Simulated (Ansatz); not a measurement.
A made-up structure of GaBH₃F, singlet:

```xyz
6
angstrom
B -0.7624 0.4599 -0.7057
Ga 0.6288 -0.2443 0.6701
F 1.1832 -1.8880 0.3171
H -1.9358 0.2916 -0.5498
H -0.0009 -0.0856 2.0555
H 1.3114 0.3288 1.9563
```

It is relaxed with PBE-D4/def2-SVP and then PBE0-D4/def2-TZVP (Ansatz 0.2.0). Atoms count as bonded within 1.22 times the sum of their covalent radii (H–H: 0.88 Å). The end point is not checked to be a true minimum.

**Question.** Does its bonding change? (A judgement: the text doesn't fix the answer.)

**Answer.** Computed: Yes. Formed: B1–H5; broken: Ga2–H5.

Where it ends: The first stage lowers the energy by 4.29 eV in 17 steps. It ends as GaBH₃F ([BH2][GaH][F]):
B1  (-1.018, 0.089, 0.459)
Ga2  (0.997, -0.272, 0.821)
F3  (1.505, -1.900, 0.347)
H4  (-1.394, 0.549, -0.578)
H5  (-1.854, -0.155, 1.279)
H6  (2.188, 0.551, 1.416)
(Å)

Labels in which every atom is bracketed show which atoms are joined, not bond orders.

For scale, one of the runs: PBE0-D4/def2-TZVP relaxation, 128 basis functions, launched by `ansatz run in.yaml --threads 2 --pin off --events-out ev --progress --plain --max-ram 4352MiB`. The run took about 13 s on 2 CPU threads of an Arm Neoverse V1 (shared host).
